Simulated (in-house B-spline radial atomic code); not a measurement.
**Sm3+: [Xe] 4f4 9s1 (an excited or competing configuration)**

Method: Dirac-Hartree-Fock, average of configuration, Fermi nucleus of rms radius 5.0819 fm. Calculated with a radial B-spline atomic code at the basis-set limit.

Effective charges: Z_r = [3n² - l(l+1)]/(2<r>) from the radius, Z_e = n√(-2ε) from the energy, and Slater's rules. Values are occupation-weighted means over j. An effective charge above Z reflects the relativistic contraction of the inner shells.

```json
{"shell": "1s", "electrons": "2", "ε (eV)": "-47158", "<r> (bohr)": "0.02274", "Z_r": "65.97", "Z_e": "58.87", "Slater": "61.70"}
{"shell": "2s", "electrons": "2", "ε (eV)": "-7863.6", "<r> (bohr)": "0.09641", "Z_r": "62.24", "Z_e": "48.08", "Slater": "57.85"}
{"shell": "2p", "electrons": "6", "ε (eV)": "-7034", "<r> (bohr)": "0.08522", "Z_r": "58.67", "Z_e": "45.47", "Slater": "57.85"}
{"shell": "3s", "electrons": "2", "ε (eV)": "-1813.8", "<r> (bohr)": "0.2536", "Z_r": "53.23", "Z_e": "34.64", "Slater": "50.75"}
{"shell": "3p", "electrons": "6", "ε (eV)": "-1546.6", "<r> (bohr)": "0.252", "Z_r": "49.61", "Z_e": "31.98", "Slater": "50.75"}
{"shell": "3d", "electrons": "10", "ε (eV)": "-1174", "<r> (bohr)": "0.2306", "Z_r": "45.54", "Z_e": "27.87", "Slater": "40.85"}
{"shell": "4s", "electrons": "2", "ε (eV)": "-423.71", "<r> (bohr)": "0.5768", "Z_r": "41.61", "Z_e": "22.32", "Slater": "34.25"}
{"shell": "4p", "electrons": "6", "ε (eV)": "-332.2", "<r> (bohr)": "0.6088", "Z_r": "37.78", "Z_e": "19.77", "Slater": "34.25"}
{"shell": "4d", "electrons": "10", "ε (eV)": "-197.93", "<r> (bohr)": "0.6645", "Z_r": "31.60", "Z_e": "15.26", "Slater": "22.85"}
{"shell": "5s", "electrons": "2", "ε (eV)": "-95.803", "<r> (bohr)": "1.361", "Z_r": "27.55", "Z_e": "13.27", "Slater": "12.85"}
{"shell": "5p", "electrons": "6", "ε (eV)": "-68.951", "<r> (bohr)": "1.532", "Z_r": "23.83", "Z_e": "11.26", "Slater": "12.85"}
{"shell": "4f", "electrons": "4", "ε (eV)": "-60.704", "<r> (bohr)": "0.8275", "Z_r": "21.75", "Z_e": "8.45", "Slater": "14.95"}
{"shell": "9s", "electrons": "1", "ε (eV)": "-6.2101", "<r> (bohr)": "13.21", "Z_r": "9.20", "Z_e": "6.08", "Slater": "4.00"}
```

The least bound orbital is 9s1/2 at -6.21 eV, and it is also the most diffuse (<r> = 13.21 bohr).

Spin-orbit splittings of the orbital energies (j = l + 1/2 above j = l - 1/2 when positive): 2p 604.5 eV, 3p 125 eV, 3d 26.76 eV, 4p 27.96 eV, 4d 5.104 eV, 5p 4.562 eV, 4f 0.6102 eV.

For the 1s electron the small component carries 5.31 % of the norm, the zero-frequency Breit interaction raises the level by 136.1 eV, self-energy by 80.75 eV, and vacuum polarisation lowers it by 12.77 eV.

The density falls to 0.001 bohr⁻³ at 3.166 bohr; Σ<r²> = 227.16 bohr² gives, by the non-relativistic formula and without the paramagnetism of open shells, a Langevin diamagnetic susceptibility of -179.9×10⁻⁶ cm³/mol.
